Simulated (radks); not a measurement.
Be+, configuration [He] 2s1.

Calculated with a radial shooting solver on a logarithmic mesh with Libxc functionals: scalar-relativistic Kohn-Sham, exchange-only B88, spin-unpolarised, spherical densities, finite nucleus; Fermi nuclear charge, rms radius 2.519 fm; without spin polarisation the odd electron is poorly described.

Energy parts (eV):
| part | energy |
|---|---|
| total | -387.573 |
| kinetic | 387.720 |
| electron-nucleus | -866.468 |
| Hartree | 158.030 |
| exchange | -66.854 |

Orbitals (lengths in bohr, moments of r in powers of bohr; <r^-3> diverges for s and p1/2):
| orbital | occ. | eigenvalue (eV) | <r^-3> | <r^2> | <1/r> |
|---|---|---|---|---|---|
| 1s | 2 | -117.1535 | - | 0.2401 | 3.671 |
| 2s | 1 | -13.0578 | - | 6.292 | 0.6177 |

The highest occupied level is 2s at -13.058 eV. The electron density at the nucleus is 35.83 e/bohr^3 (large components only). Summed over all electrons, <r^2> = 6.772 bohr^2, which gives a Langevin (diamagnetic) susceptibility term of -5.36 x 10^-6 cm^3/mol.
